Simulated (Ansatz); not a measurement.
`C[SiH](N)BF` + `O[SiH2]O` → `O[SiH2]OBF` + `C[SiH2]N`  (cleavage of the B–Si bond)

Calculated with Ansatz (gas phase, PBE0-D4/def2-TZVP geometries, no zero-point term in ΔE). CBS: MP2 limit from def2 TZ/QZ plus the TZ coupled-cluster correction, frozen cores. Functionals use def2-TZVPP. One conformer a species, not always the lowest.

`C[SiH](N)BF`:

```xyz
12

C     1.333    0.859   -0.429
Si    0.110   -0.495    0.023
N    -0.315   -0.602    1.691
B    -1.631   -0.230   -0.998
F    -1.635   -0.304   -2.322
H     1.555    0.832   -1.500
H     0.943    1.851   -0.188
H     2.275    0.727    0.111
H     0.743   -1.792   -0.361
H     0.362   -0.844    2.396
H    -1.040   -0.016    2.071
H    -2.700    0.013   -0.494
```

`O[SiH2]O`:

```xyz
7

O    -0.131   -1.055   -0.986
Si   -0.083   -0.164    0.392
O     0.311    1.410    0.141
H    -0.809   -0.844   -1.631
H    -1.413   -0.098    1.041
H     0.932   -0.851    1.224
H     1.193    1.603   -0.180
```

`O[SiH2]OBF`:

Cartesian coordinates in Å:
```
O 0.581 -1.560 0.750
Si 1.088 -0.293 -0.150
O -0.138 0.721 -0.579
B -1.449 0.868 -0.342
F -2.092 1.849 -0.959
H 0.371 -1.424 1.674
H 2.064 0.539 0.593
H 1.642 -0.865 -1.390
H -2.067 0.165 0.404
```

`C[SiH2]N`:

Cartesian coordinates in Å:
```
C 1.228 -0.385 0.549
Si -0.119 0.629 -0.263
N -1.633 -0.156 -0.493
H 2.145 0.204 0.648
H 1.462 -1.275 -0.042
H 0.928 -0.712 1.548
H 0.359 1.053 -1.608
H -0.377 1.828 0.582
H -1.745 -0.858 -1.205
H -2.247 -0.327 0.285
```

```
             level  ΔE (kJ/mol)
         r2SCAN-D4       -183.3
           ωB97X-V       -179.4
            B2PLYP       -187.1
    MP2/def2-TZVPP       -187.8
SCS-MP2/def2-TZVPP       -188.3
CCSD(T)/def2-TZVPP       -182.6
    MP2/def2-QZVPP       -187.2
    CCSD/CBS(def2)       -182.9
```

(1) What does CCSD(T)/CBS give? (Best estimate.)

Largest T1 diagnostic among the species: 0.013.

Results:

(1) Computed: -180.8 kJ/mol. The listed levels differ from it by -2.5, 1.4, -6.3, -7.0, -7.5, -1.8, -6.4, -2.1 kJ/mol.

From PBE to PBE0 (25 % exact exchange), in def2-TZVPP and without D4, ΔE moves by −7.1 kJ/mol. In def2-TZVPP, CCSD(T) changes the Hartree–Fock value by +20.3 kJ/mol (the triples alone add +2.1 kJ/mol) and MP2 by +15.1 kJ/mol.
